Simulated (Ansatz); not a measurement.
`[CH3][Al]([OH])[O][SiH3]` + `[NH]=[V]([F])([F])[Cl]` → `[OH][Al]([Cl])[O][SiH3]` + `[CH3][V](=[NH])([F])[F]`  (redistribution)

Gas-phase electronic energies from Ansatz, PBE0-D4/def2-TZVP geometries. CCSD(T)/CBS is the MP2 limit (def2-TZVPP, def2-QZVPP) plus CCSD(T) − MP2 in def2-TZVPP, frozen cores. Functionals use def2-TZVPP. HSE06 is defined as in plane-wave codes. For V outer-core shells are correlated without core-valence functions, which leaves a few kJ/mol of doubt a bond. Scalar relativity is left out up to krypton. One conformer a species, not always the lowest.

`[CH3][Al]([OH])[O][SiH3]`:

```xyz
12

C    -1.046   -1.871    0.741
Al   -0.056   -0.223    0.939
O     0.387    0.304    2.487
O     0.378    0.711   -0.397
Si    0.722    1.464   -1.789
H    -1.151   -2.394    1.694
H    -2.049   -1.678    0.350
H    -0.555   -2.543    0.032
H     0.872    1.111    2.646
H    -0.357    2.429   -2.133
H     2.005    2.210   -1.670
H     0.849    0.482   -2.901
```

`[NH]=[V]([F])([F])[Cl]`:

Cartesian coordinates in Å:
```
N 0.874 0.228 0.758
V -0.281 0.005 -0.311
F -1.375 1.331 -0.211
F 0.437 -0.093 -1.873
Cl -1.263 -1.834 0.194
H 1.608 0.364 1.442
```

`[OH][Al]([Cl])[O][SiH3]`:

Z-matrix (Å, degrees):
```
Si
O 1 1.629
H 1 1.486 2 109.9
H 1 1.486 2 110.5 3 120.5
H 1 1.486 2 109.3 3 -119.6
Al 2 1.671 1 162.1 3 -80.9
Cl 6 2.076 2 120.2 1 1.6
O 6 1.680 2 122.2 1 -178.4
H 8 0.956 6 122.8 2 0.1
```

`[CH3][V](=[NH])([F])[F]`:

Cartesian coordinates in Å:
```
C -0.935 -0.003 0.827
V 0.478 0.448 -0.508
N 1.123 -0.985 -0.802
F -0.330 1.078 -1.906
F 1.604 1.500 0.284
H -1.643 -0.707 0.388
H -1.426 0.945 1.070
H -0.473 -0.440 1.713
H 1.601 -1.836 -1.065
```

Q: Is it downhill or uphill in electronic energy at CCSD(T)/CBS, and by how much? (An estimate is asked.)

A: Computed: Downhill: ΔE = -26.7 kJ/mol.

Q: What do these levels give: LDA (SPW92), r2SCANh-D4, HSE06-D4, ωB97M-V, CCSD(T)/def2-SVP, SCS-MP2/def2-TZVPP? (An estimate is asked.)

A: Computed: LDA (SPW92) 2.3, r2SCANh-D4 -14.3, HSE06-D4 -14.8, ωB97M-V -23.1, CCSD(T)/def2-SVP -22.9, SCS-MP2/def2-TZVPP -1.7 kJ/mol.

Largest T1 diagnostic among the species: 0.030, so the coupled-cluster value is less sure than usual.

From r2SCAN to r2SCAN0 (25 % exact exchange), in def2-TZVPP and without D4, ΔE moves by −11.2 kJ/mol. Leaving LDA and LC-ωPBE aside and taking each functional with its dispersion term where it has one, the values, not all of them listed here, spread over 28.4 kJ/mol, from BHLYP-D4 to PBE-D4. LDA lies +3.5 kJ/mol from PBE without D4. In def2-TZVPP, CCSD(T) changes the Hartree–Fock value by +26.4 kJ/mol (the triples alone add +10.7 kJ/mol) and MP2 by +58.8 kJ/mol.
